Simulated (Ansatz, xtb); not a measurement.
**B5H8N3: which of two isomers lies lower**

We compare a, `BB1NBNBN1B`, a singlet, with b, `BB1NBN(B)BN1`, a singlet. Both are isolated molecules in the gas phase, relaxed with B3LYP/def2-SVP; the shapes shown needn't be the lowest conformers.

a (Å):

```csv
atom,x (Å),y (Å),z (Å)
B,0.7380,-1.7036,-0.2212
B,-0.6733,-0.9596,0.3729
B,-2.4155,0.0381,1.8770
B,-2.8513,-0.0092,-0.6020
B,-0.9316,-1.0741,-1.9498
N,-1.1501,-0.5949,1.6684
N,-3.2346,0.3141,0.7277
N,-1.5591,-0.6500,-0.7675
H,1.7513,-1.0726,-0.4355
H,0.8597,-2.9100,-0.2494
H,-0.5728,-0.7896,2.4789
H,-2.7907,0.3348,2.9846
H,-4.1313,0.7627,0.8779
H,-3.5598,0.2346,-1.5468
H,0.1943,-1.6036,-1.8293
H,-1.3624,-0.9826,-3.0704
```

b (Å):

```xyz
16

B    -1.5805   -1.6856   -2.1205
B    -1.0845   -0.4380   -1.0759
B    -1.5327    1.0926    0.8896
B     0.1892    2.7679    1.6058
B     0.6458    1.2575   -0.3422
N    -1.9147    0.0514   -0.0020
N    -0.2275    1.7187    0.7284
N     0.1984    0.2114   -1.1968
H    -2.1744   -1.4680   -3.1530
H    -1.3643   -2.8532   -1.8838
H    -2.8300   -0.3605    0.1415
H    -2.2811    1.4486    1.7645
H     1.2736    3.2761    1.4586
H    -0.5463    3.1382    2.4877
H     1.7323    1.7526   -0.5051
H     0.8333   -0.0826   -1.9306
```

Task: Estimate which is lower in electronic energy at CCSD(T)/def2-SVP + ΔMP2/def2-TZVPP, and by roughly how much.

Result: The CCSD(T)/def2-SVP + ΔMP2/def2-TZVPP calculation puts structure a lower, by 0.122 eV.

The same difference at several levels:

| level | geometry | E(b) − E(a) (eV) | departure from the last row (eV) | job, with rough time for the two |
| --- | --- | --- | --- | --- |
| GFN2-xTB | GFN2-xTB | +0.058 | −0.064 | optimisation, 3.6 s |
| HF/STO-3G | GFN2-xTB | +0.029 | −0.092 | single point, 4.3 s |
| r2SCAN-D4/def2-SVP | GFN2-xTB | +0.143 | +0.021 | single point, 24 s |
| B3LYP/def2-SVP | B3LYP/def2-SVP | +0.143 | +0.022 | optimisation, 5.6 min |
| HF/def2-SVP | B3LYP/def2-SVP | −0.146 | −0.268 | part of the CCSD(T) run |
| MP2/def2-SVP | B3LYP/def2-SVP | +0.136 | +0.014 | part of the CCSD(T) run |
| CCSD(T)/def2-SVP | B3LYP/def2-SVP | +0.126 | +0.004 | single point |
| CCSD(T)/def2-SVP + ΔMP2/def2-TZVPP | B3LYP/def2-SVP | +0.122 |  | single point, 5.7 min |

As drawn, both hold the same kinds of bond in the same numbers.

HF/def2-SVP puts the two in the other order. The largest departure from CCSD(T)/def2-SVP + ΔMP2/def2-TZVPP is that of HF/def2-SVP, 0.268 eV. The last row adds to CCSD(T) the change of the MP2 difference between the two basis sets, here −0.004 eV.

With thermal terms from frequencies at re-optimised GFN2-xTB minima (ideal gas, soft modes damped towards free rotors, one conformer each, 298.15 K, 1 atm): on the last row, ΔE + ΔZPE = +0.116, ΔH = +0.125, ΔG = +0.119 eV.

The correlated steps freeze 8 core orbitals. Codes used: Ansatz 0.2.0, xtb 6.7.1; the last row on 2 threads of Intel(R) Xeon(R) Processor @ 2.50GHz (Skylake/Cascade Lake) on a shared host.
